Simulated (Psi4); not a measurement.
Cl4Ti (SMILES [Cl][Ti]([Cl])([Cl])[Cl]), singlet, at a GFN2-xTB geometry (such geometries of metal compounds can be far from the true shape).

Here is a job for Psi4.
```
memory 2 GB

molecule {
0 1
  Ti   -0.00000000   -0.00000000   -0.00000000
  Cl    1.68598647   -0.53254751   -1.15362652
  Cl    0.61270013    0.47649048    1.96330506
  Cl   -0.94593491    1.67582411   -0.86823504
  Cl   -1.35275169   -1.61976707    0.05855650
}

set basis 6-31g

energy('hse06')
print_variables()
```

What does this run give for the nuclear repulsion energy, dipole moment, number of basis functions, total energy?


```
Quantity                            Result
-------------------------  ---------------
nuclear repulsion energy       641.1431 Eh
dipole moment                       0.00 D
number of basis functions               81
total energy               -2689.633557 Ha
```
